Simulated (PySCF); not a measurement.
# Stationary points of NdH₂⁺

Method: PySCF, PBE0, basis Nd def2-TZVP with ECP28, H def2-TZVP (scalar-relativistic core potentials, no spin–orbit coupling, density fitting).

Relaxations began from a few typed shapes; open shells are unrestricted. The search is not exhaustive: other isomers or separated fragments can lie lower, and high-lying points may rest on an excited occupation.

(1) Order these stationary points by electronic energy, lowest first, in kJ/mol from the lowest minimum.
A. quartet C2v: Nd–H 1.928 Å (×2); H–Nd–H 113.6°
B. broken-symmetry Ms = 3/2 (⟨S²⟩ 4.75) C2v: H–H 0.832 Å, Nd–H 2.274 Å (×2); H–H–Nd 79.5° (×2), H–Nd–H 21.1°
C. quartet (⟨S²⟩ 4.30) D∞h: Nd–H 2.065 Å (×2); H–Nd–H 180.0°

(2) Which of them are minima?

## Answers

(1) B (0.0), A (33.4), C (65.2).

(2) By energy in kJ/mol, 0.0: minimum; 33.4: minimum; 65.2: saddle point, 2 imaginary modes.

For the lowest minimum: the determinant is spin-contaminated (⟨S²⟩ = 4.75, pure value 3.75). The spin densities have lower symmetry than the nuclear frame. With open d or f shells other occupations or spin states may lie lower. The pruned grid is coarse for the open f shell: energies are uncertain by about 2 kJ/mol and soft modes are noisy. Spin–orbit coupling, left out here, can matter for elements this heavy.

The electron or spin density has lower symmetry than the nuclear frame for the quartet (⟨S²⟩ 4.30) D∞h at 65.2 kJ/mol.
